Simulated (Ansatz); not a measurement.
`CBN(C)[SiH3]` → `CB[SiH](C)N`  (isomerisation)

Isolated molecules relaxed with PBE0-D4/def2-TZVP in Ansatz; ΔE leaves out vibrations. CBS: MP2 limit from def2 TZ/QZ plus the TZ coupled-cluster correction, frozen cores. DFT in def2-TZVPP. B3LYP here is the variant with VWN-RPA as its local correlation; programs differ in this. One conformer a species, not always the lowest.

| level | ΔE (kcal/mol) | difference from CCSD(T)/CBS |
| --- | --- | --- |
| revPBE-D4 | 18.3 | -0.8 |
| r2SCAN0-D4 | 18.2 | -0.9 |
| BHLYP-D4 | 20.3 | 1.2 |
| PBE-QIDH | 19.2 | 0.1 |
| B3LYP | 19.3 | 0.2 |
| BHLYP | 20.0 | 0.9 |
| CAM-B3LYP | 20.5 | 1.4 |
| LC-ωPBE | 17.5 | -1.6 |
| MP2/def2-SVP | 28.1 | 9.0 |
| CCSD/def2-SVP | 27.4 | 8.3 |
| HF/def2-TZVPP | 19.9 | 0.8 |
| MP2/def2-TZVPP | 21.1 | 2.0 |
| MP2/def2-QZVPP | 20.4 | 1.3 |
| HF/CBS(def2) | 20.0 | 0.9 |
| MP2/CBS(def2) | 19.8 | 0.7 |
| CCSD/CBS(def2) | 18.6 | -0.5 |
| CCSD(T)/CBS | 19.1 | 0 |

Largest T1 diagnostic among the species: 0.012.

From BLYP to BHLYP (50 % exact exchange), in def2-TZVPP and without D4, ΔE moves by +0.9 kcal/mol. Leaving LDA and LC-ωPBE aside and taking each functional with its dispersion term where it has one, the values, not all of them listed here, spread over 3.6 kcal/mol, from B97M-V to CAM-B3LYP-D4. LDA lies +4.1 kcal/mol from PBE without D4. At CCSD(T), def2-SVP lies +9.1 kcal/mol from the extrapolated value and def2-TZVPP +1.3 kcal/mol.

CCSD(T)/CBS has its own doubt, a few kJ/mol and more with outer-core shells, so smaller differences from it don't rank the levels.
